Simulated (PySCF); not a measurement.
Diphenyl sulfide, SMILES c1ccc(Sc2ccccc2)cc1 at its GFN2-xTB optimised geometry (Å):

```
23

C      0.6887     3.6532     0.0000
C      1.3847     2.4552     0.0000
C      0.7052     1.2512    -0.0113
C     -0.6829     1.2494    -0.0020
S     -1.6050    -0.2689    -0.0606
C     -0.6443    -1.3386     0.9843
C     -0.5460    -2.6799     0.6400
C      0.1563    -3.5473     1.4567
C      0.7629    -3.0803     2.6108
C      0.6533    -1.7426     2.9545
C     -0.0569    -0.8697     2.1513
C     -1.3855     2.4468    -0.0118
C     -0.6963     3.6457    -0.0130
H      1.2254     4.5900     0.0062
H      2.4647     2.4552     0.0000
H      1.2482     0.3175    -0.0220
H     -1.0194    -3.0322    -0.2638
H      0.2341    -4.5900     1.1865
H      1.3168    -3.7572     3.2438
H      1.1160    -1.3750     3.8586
H     -0.1510     0.1709     2.4252
H     -2.4647     2.4291    -0.0179
H     -1.2439     4.5764    -0.0181
```

Level of theory: CAM-B3LYP/def2-SVP run with PySCF. Cells within 0.4 Å of a nucleus heavier than hydrogen are left out (blank, or x).

Map of the electron localisation function on the plane z = 0.6 Å:

```
|000000000000000000000000000|
|000000000000000000000000000|
|000000000022000230000000000|
|000000000698101996000000000|
|000000000799405997000000000|
|000000000289546982000000000|
|000000000036685630000000000|
|000000044258676853550000000|
|000000399867404758994000000|
|000000399867404758994000000|
|000000001148676852440000000|
|000000000026685630000000000|
|000000058877535982000000000|
|000000289965100896000000000|
|000000279968630010000000000|
|000000045568364000000000000|
|000000000036573000000000000|
|000000000027883000000000000|
|000000000154x56200000000000|
|000000000156587520000000000|
|000000000012245420000000000|
|000000000000289400000000000|
|000000000000699700000000000|
|000000000000699700000000000|
|000000000000043000000000000|
|000000000000000000000000000|
|000000000000000000000000000|
```
Scale: ten equal steps from 0.000 (start of '0') to 0.984 (end of '9'), in the order '0123456789'; x runs from -7.00 to 7.00, y from -7.00 (bottom) to 7.00 (top).
